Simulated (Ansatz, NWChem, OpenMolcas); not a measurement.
**CsI (SMILES [I][Cs]): methods side by side**

CsI: 2 atoms, total charge 0, spin state singlet. As SMILES, `[I][Cs]`. Geometry: the measured bond length.

```xyz
2

I     0.0000    0.0000    0.0000
Cs    0.0000    0.0000    3.3152
```

Each level gives the energy change with the I1–Cs2 bond stretched from 3.315 to 7.293 Å (eV). The values are calculated.

```
                                            level                    kind     program  value (eV)  CPU time (all runs)
       HF/def2-TZVP (core potential) (restricted)            Hartree–Fock      Ansatz        1.96                3.8 s
     BLYP/def2-TZVP (core potential) (restricted)                     GGA      NWChem        1.85                 43 s
   revPBE/def2-TZVP (core potential) (restricted)                     GGA      NWChem        1.92                 50 s
   r2SCAN/def2-TZVP (core potential) (restricted)                meta-GGA      Ansatz        2.16                 30 s
  r2SCAN0/def2-TZVP (core potential) (restricted)         hybrid meta-GGA      Ansatz        2.22                 39 s
CAM-B3LYP/def2-TZVP (core potential) (restricted)  range-separated hybrid      Ansatz        2.18                 20 s
    HSE06/def2-TZVP (core potential) (restricted)  range-separated hybrid      Ansatz        2.18                 19 s
 PBE-QIDH/def2-TZVP (core potential) (restricted)           double hybrid      Ansatz        2.23                 20 s
      MP2/def2-TZVP (core potential) (restricted)     perturbation theory  OpenMolcas        2.18                7.4 s
  BCCD(T)/def2-TZVP (core potential) (restricted)   coupled cluster or CI      Ansatz        2.13                 22 s
```

The first shape isn't each level's own minimum. The values span 1.85 to 2.23 eV. In the correlated wave-function rows the outer d shell of I is correlated, in sets not made for it. Times are those of the runs behind each value, whatever else they computed, on shared processors of several kinds: orders of magnitude only.
